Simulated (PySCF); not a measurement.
Computed IR spectrum (relative IR intensity) of a molecule C₃H₄F₂Si. Geometry optimised at PBE-D3(BJ)/def2-SVP. One conformer was computed; it need not be the lowest. Level of theory: PBE-D3(BJ)/def2-SVP (PySCF). Frequencies are harmonic and unscaled.

ν (cm⁻¹): 294 (w), 352 (w), 382 (m), 584 (w), 707 (w), 712 (w), 717 (m), 751 (vw), 793 (vs), 881 (vs), 937 (vs), 1230 (m), 1372 (vw), 2097 (m), 3388 (m) (against the strongest line: vs over 80 %, s over 45 %, m over 15 %, w over 4 %, vw less)

Task: Which molecule gave these data?
(A) FC1=C[C@H](F)[SiH2]1
(B) F[C@@H]1C=C[Si@H]1F
(C) FC(F)=C=C[SiH3]
(D) C#C[Si](C)(F)F

Result: D, C#C[Si](C)(F)F
